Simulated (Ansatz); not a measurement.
Cartesian coordinates in Å:
```
F -1.998 -1.818 -1.315
Si -0.907 -1.016 -0.475
B -0.236 0.687 -0.765
Ge 0.991 0.827 0.707
H -0.513 -1.922 0.627
H -0.450 1.514 -1.588
H 1.216 -0.290 1.739
H 1.896 2.017 1.071
```

Charge 0, multiplicity 1.

Problem. List the CAM-B3LYP/def2-TZVPP orbital energies in eV (Ansatz). (Estimate.)

Solution. Computed: Occupied: -10852.38, -1802.38, -1356.66, -1207.66, -1207.58, -1207.56, -674.01, -185.12, -171.43, -146.85, -121.85, -121.67, -121.59, -102.26, -102.19, -102.05, -35.37, -35.30, -35.24, -35.19, -35.14, -35.10, -18.50, -17.01, -14.96, -14.77, -14.61, -13.46, -11.43, -10.83, -9.65, -7.51. Lowest empty: -1.53, 0.60, 0.87, 1.86, 1.93, 2.66, 2.95, 3.18.
